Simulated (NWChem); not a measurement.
Species: C3H5O, doublet; SMILES [CH]=C(O)C

```xyz
9

C     -1.2042    -0.8445     0.0000
C     -0.1111    -0.0954     0.0000
C     -0.1209     1.3984     0.0000
O      1.1637    -0.5818     0.0000
H     -1.4998    -1.8911     0.0000
H     -1.1458     1.7882     0.0000
H      0.4114     1.7760     0.8875
H      0.4114     1.7760    -0.8875
H      1.1307    -1.5456     0.0000
```
Atoms are numbered in this order, from 1.

Results from NWChem. Pople sets run with spherical d functions. Spin-unrestricted. In the optimisation the excess spin sits in a' (Cs, its own frame). Coordinates come from a PBE0/def2-SVP, spin-unrestricted optimisation. No stability test was run on the SCF state. Level B3LYP/6-31G*: energy and gradient; each run changes one setting, and changes count from the defaults (medium grid, exact Coulomb integrals, symmetry on).

```csv
setting,size of the energy change (μHa),largest change of a gradient component (μHa/bohr),"time, defaults = 1 (rough)"
defaults,< 10,< 30,about 1
extra-fine grid,< 10,< 30,3
coarse grid,< 10,100,about 1
tight SCF thresholds and tolerances,< 10,< 30,about 1
```
